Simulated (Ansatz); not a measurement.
Compare A (`O[SiH]1CS[SiH2]1`) with its isomer B (`O=C([SiH3])S[SiH3]`).

Computed with Ansatz on PBE0-D4/def2-TZVP structures; ΔE is electronic, products minus reactants. CBS: MP2 limit from def2 TZ/QZ plus the TZ coupled-cluster correction, frozen cores. DFT in def2-TZVPP. B3LYP here is the variant with VWN-RPA as its local correlation; programs differ in this. Each species was taken in one conformer, which may not be the lowest.

Problem. Which isomer does CCSD(T)/CBS put lower? Give the gap. (Estimate.)

Solution. Ansatz gave: A, by 41.6 kcal/mol.

Problem. Give E(B) − E(A) in kcal/mol with B3LYP, PBE-D4, MP2/def2-TZVPP, CCSD(T)/def2-TZVPP, B2PLYP, r2SCAN-D4, PBE0-D4. (Best estimate.)

Solution. Computed: B3LYP 34.3, PBE-D4 37.1, MP2/def2-TZVPP 41.4, CCSD(T)/def2-TZVPP 38.9, B2PLYP 36.4, r2SCAN-D4 38.2, PBE0-D4 42.4. None reverses the order clearly.

Largest T1 diagnostic: 0.017.

In def2-TZVPP, CCSD(T) changes the Hartree–Fock value by +2.9 kcal/mol (the triples alone add −1.2 kcal/mol) and MP2 by +5.5 kcal/mol. The D4 term adds +0.9 kcal/mol with B3LYP and +0.5 kcal/mol with PBE0; it sums over pairs of atoms, weighted by their polarisabilities, and B3LYP, whose exchange is more repulsive, gets the larger term.
